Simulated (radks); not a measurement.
Question: Species: Tl III. Configuration: [Xe] 4f14 5d10 6s1. Calculated with a radial shooting solver on a logarithmic mesh with Libxc functionals: Dirac Kohn-Sham, XLYP, spin-unpolarised, spherical densities, point nucleus. Some entries of the table are withheld. Estimate them.

orbital,occ.,eigenvalue (Ry),<1/r> (bohr^-1)
1s1/2,2,-6285.724,99.56
2s1/2,2,-1119.271,24.56
2p1/2,2,(1),24.50
2p3/2,4,(2),19.69
3s1/2,2,-268.1092,9.006
3p1/2,2,-247.8659,8.914
3p3/2,4,-214.0949,7.659
3d3/2,4,-180.7628,7.558
3d5/2,6,-173.5525,7.277
4s1/2,2,(3),3.820
4p1/2,2,-52.12333,3.709
4p3/2,4,-43.91076,3.274
4d3/2,4,-29.71093,3.075
4d5/2,6,-28.17939,2.976
5s1/2,2,-10.91352,1.573
4f5/2,6,-9.84878,2.625
4f7/2,8,-9.51071,2.586
5p1/2,2,-7.98948,(4)
5p3/2,4,-6.49868,(5)
5d3/2,4,-2.52532,0.9841
5d5/2,6,-2.35976,0.9456
6s1/2,1,(6),0.5589
6p1/2,0,-1.29980,0.4603
6p3/2,0,-1.16050,0.4146

Answer: 
(1) 2p1/2 eigenvalue (Ry): -1074.294
(2) 2p3/2 eigenvalue (Ry): -922.3860
(3) 4s1/2 eigenvalue (Ry): -60.83726
(4) 5p1/2 <1/r> (bohr^-1): 1.447
(5) 5p3/2 <1/r> (bohr^-1): 1.287
(6) 6s1/2 eigenvalue (Ry): -1.87218
